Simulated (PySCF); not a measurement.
Atom-mapped SMILES (the numbers label the heavy atoms): `[CH2:1]=[CH:2][c:3]1[cH:4][cH:5][cH:6][c:7]([Cl:8])[cH:9]1` (H(Xn): hydrogen on atom n). Ha(C1) is cis to C3; Hb(C1) is trans to C3.

GIAO PBE0/pcSseg-1 shifts (PySCF, gas phase, non-relativistic, equivalent atoms averaged), each against references optimised in the same way as the molecule (TMS, HCl).

On the GFN2-xTB geometry: C7 146.6, C2 143.7, C3 143.4, C5 135.4, C6 134.2, C4 133.7, C9 128.5, C1 120.4, Cl8 238, H(C9) 8.03, H(C5) 7.53, H(C6) 7.43, H(C4) 7.16, H(C2) 6.79, Ha(C1) 6.32, Hb(C1) 5.71 ppm.

What changes on the PBE0-D3(BJ)/def2-SVP geometry?

Results:


| atoms | δ (ppm) | change |
| --- | --- | --- |
| C7 | 146.2 | -0.4 |
| C2 | 143.6 | -0.1 |
| C3 | 142.6 | -0.8 |
| C5 | 135.0 | -0.4 |
| C6 | 134.2 | +0.0 |
| C4 | 133.1 | -0.6 |
| C9 | 128.3 | -0.2 |
| C1 | 120.8 | +0.4 |
| Cl8 | 235 | -3 |
| H(C9) | 7.83 | -0.20 |
| H(C5) | 7.33 | -0.20 |
| H(C6) | 7.26 | -0.17 |
| H(C4) | 6.97 | -0.19 |
| H(C2) | 6.58 | -0.21 |
| Ha(C1) | 6.23 | -0.09 |
| Hb(C1) | 5.64 | -0.07 |

Bonds between heavy atoms that differ most (equivalent bonds averaged): C4–C5 1.382 → 1.393 Å, C6–C7 1.386 → 1.396 Å, C1–C2 1.328 → 1.338 Å, C2–C3 1.459 → 1.469 Å, C9–C3 1.395 → 1.404 Å. Mean change of bonds to hydrogen: C–H +0.014 Å.
